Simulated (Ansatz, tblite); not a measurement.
Cost and result up the ladder for Cu(AsH3)H (CuAsH₄) (6 atoms). Total charge 0; singlet. Geometry: B3LYP-D4/def2-TZVP.

| atom | x (Å) | y (Å) | z (Å) |
| --- | --- | --- | --- |
| Cu1 | -0.429 | 1.597 | 0.449 |
| As2 | 0.167 | -0.615 | -0.174 |
| H3 | 1.368 | -1.290 | 0.450 |
| H4 | 0.509 | -0.942 | -1.610 |
| H5 | -0.804 | -1.755 | 0.038 |
| H6 | -0.811 | 3.005 | 0.848 |

Ansatz on 4 threads of Arm Neoverse V1 on a shared host; xTB runs through tblite on one thread. Times are rough, summed over both states, and most runs start from the orbitals of an earlier one. PBE0-D4/def2-TZVP serves as the yardstick here, not as an exact answer. The other state is a triplet.

The xTB rows come from tblite.

xTB has no spin-polarisation term.

| level | functions | wall time |
| --- | --- | --- |
| GFN1-xTB | 26 | 0.006 s |
| GFN2-xTB | 22 | 0.006 s |
| PBE0-D4/def2-TZVP | 117 | 9 s |
| r2SCAN-D4/def2-TZVP | 117 | 12 s |

(1) Estimate what each level gives for the vertical triplet (eV).

## Answers

(1) 
```
              level  vertical triplet (eV)  difference from PBE0-D4/def2-TZVP (eV)
           GFN1-xTB                   4.34                                    0.09
           GFN2-xTB                   4.41                                    0.17
  PBE0-D4/def2-TZVP                   4.24                                    0.00
r2SCAN-D4/def2-TZVP                   4.16                                   -0.08
```
